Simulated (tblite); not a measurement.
Species: C2H6Cl2GaN.
Bonds: C1–C2 (double), C2–Ga3, Ga3–N4, Ga3–Cl5, Ga3–Cl6. Hydrogens: H7, H8 on C1; H9 on C2; H10, H11, H12 on N4.
Bond orders are those of one Lewis drawing.

Computed with GFN2-xTB (tblite), gas phase: L-BFGS steps from a force-field or distance-geometry start until the largest atomic force falls under 0.01 eV/Å.

Step 39: E = -561.9526 eV
```
atom  x, y, z in Å  |  force x, y, z in eV/Å
C1     -1.9332   -0.2263   -0.8301   -0.007  -0.005   0.004
C2     -1.3637    0.7288   -0.1077   -0.035  -0.008  -0.002
Ga3     0.1689    0.3376    1.1519   -0.029  -0.058   0.019
N4      1.7516   -0.3554   -0.3449    0.008   0.004   0.003
Cl5     1.2418    1.9482    1.9835    0.014   0.012   0.020
Cl6     0.1847   -1.4765    2.2467   -0.002   0.051  -0.037
H7     -1.6210   -1.2591   -0.7521   -0.001  -0.003  -0.003
H8     -2.7442   -0.0260   -1.5185   -0.014  -0.024   0.003
H9     -1.7370    1.7447   -0.2055    0.046   0.028  -0.001
H10     1.9795    0.3393   -1.0515    0.003   0.011  -0.002
H11     1.4877   -1.2212   -0.8084   -0.006  -0.006  -0.004
H12     2.5862   -0.5348    0.2106    0.025  -0.002   0.002
```

Step 40: E = -561.9530 eV
```
atom  x, y, z in Å  |  force x, y, z in eV/Å
C1     -1.9376   -0.2275   -0.8242    0.001  -0.007  -0.016
C2     -1.3604    0.7308   -0.1122   -0.048  -0.015   0.015
Ga3     0.1693    0.3379    1.1522   -0.044  -0.056  -0.001
N4      1.7546   -0.3534   -0.3469    0.023  -0.006  -0.007
Cl5     1.2368    1.9466    1.9928    0.019   0.013   0.020
Cl6     0.1810   -1.4805    2.2391   -0.001   0.047  -0.033
H7     -1.6319   -1.2614   -0.7372    0.004  -0.007  -0.003
H8     -2.7450   -0.0287   -1.5177   -0.017  -0.021   0.018
H9     -1.7309    1.7470   -0.2167    0.060   0.034  -0.006
H10     1.9847    0.3408   -1.0537   -0.002   0.006   0.011
H11     1.4921   -1.2194   -0.8121   -0.003   0.012   0.012
H12     2.5886   -0.5329    0.2105    0.007  -0.001  -0.010
```

Step 41: E = -561.9536 eV
```
atom  x, y, z in Å  |  force x, y, z in eV/Å
C1     -1.9431   -0.2290   -0.8172    0.009  -0.008  -0.035
C2     -1.3574    0.7330   -0.1173   -0.056  -0.019   0.033
Ga3     0.1686    0.3374    1.1528   -0.049  -0.028  -0.026
N4      1.7586   -0.3510   -0.3493    0.034  -0.013  -0.013
Cl5     1.2312    1.9446    2.0043    0.017   0.003   0.014
Cl6     0.1768   -1.4844    2.2290    0.001   0.027  -0.018
H7     -1.6454   -1.2641   -0.7189    0.010  -0.008  -0.001
H8     -2.7462   -0.0326   -1.5166   -0.022  -0.016   0.031
H9     -1.7221    1.7504   -0.2304    0.071   0.032  -0.013
H10     1.9912    0.3427   -1.0563   -0.006   0.001   0.023
H11     1.4974   -1.2171   -0.8164    0.002   0.029   0.029
H12     2.5917   -0.5306    0.2103   -0.010   0.000  -0.023
```

Step 42: E = -561.9542 eV
```
atom  x, y, z in Å  |  force x, y, z in eV/Å
C1     -1.9492   -0.2309   -0.8096    0.014  -0.007  -0.047
C2     -1.3551    0.7351   -0.1224   -0.054  -0.019   0.044
Ga3     0.1669    0.3362    1.1529   -0.040   0.022  -0.047
N4      1.7633   -0.3482   -0.3522    0.033  -0.012  -0.012
Cl5     1.2252    1.9422    2.0175    0.006  -0.018   0.000
Cl6     0.1722   -1.4884    2.2167    0.002  -0.006   0.003
H7     -1.6606   -1.2674   -0.6981    0.014  -0.004   0.002
H8     -2.7479   -0.0375   -1.5148   -0.030  -0.009   0.037
H9     -1.7102    1.7549   -0.2465    0.074   0.018  -0.019
H10     1.9985    0.3451   -1.0589   -0.008   0.001   0.030
H11     1.5034   -1.2141   -0.8209    0.006   0.035   0.039
H12     2.5948   -0.5278    0.2102   -0.018  -0.001  -0.030
```

**Question.** Estimate the geometry and energy of step 43. (The exact step hangs on the optimiser's Hessian estimate; all steps are aligned on step 42, rigid shifts and turns removed.)

**Answer.** E = -561.9550 eV, largest force 0.090 eV/Å
```
atom  x, y, z in Å  |  force x, y, z in eV/Å
C1     -1.9553   -0.2331   -0.8021    0.016  -0.004  -0.047
C2     -1.3538    0.7368   -0.1268   -0.041  -0.013   0.042
Ga3     0.1643    0.3349    1.1519   -0.019   0.071  -0.052
N4      1.7684   -0.3450   -0.3553    0.018   0.000  -0.002
Cl5     1.2189    1.9395    2.0312   -0.007  -0.045  -0.018
Cl6     0.1674   -1.4929    2.2034    0.003  -0.037   0.023
H7     -1.6762   -1.2709   -0.6762    0.015   0.005   0.006
H8     -2.7504   -0.0429   -1.5118   -0.038  -0.003   0.032
H9     -1.6952    1.7600   -0.2642    0.067  -0.005  -0.023
H10     2.0062    0.3478   -1.0613   -0.007   0.008   0.028
H11     1.5094   -1.2104   -0.8251    0.005   0.027   0.038
H12     2.5975   -0.5245    0.2102   -0.011  -0.004  -0.028
```

The energy changes by -0.0007 eV. The first-order estimate −F·Δx gives -0.0010 eV and the mean of the old and new forces, exact on a quadratic surface, -0.0007 eV. The step makes an angle of 83° with the force vector and moves no atom by more than 0.027 Å.

What follows is the cost of the whole relaxation. The run took 1.2 s on one thread of an Arm Neoverse N1, shared host with 64 logical CPUs at a one-minute load of 60.
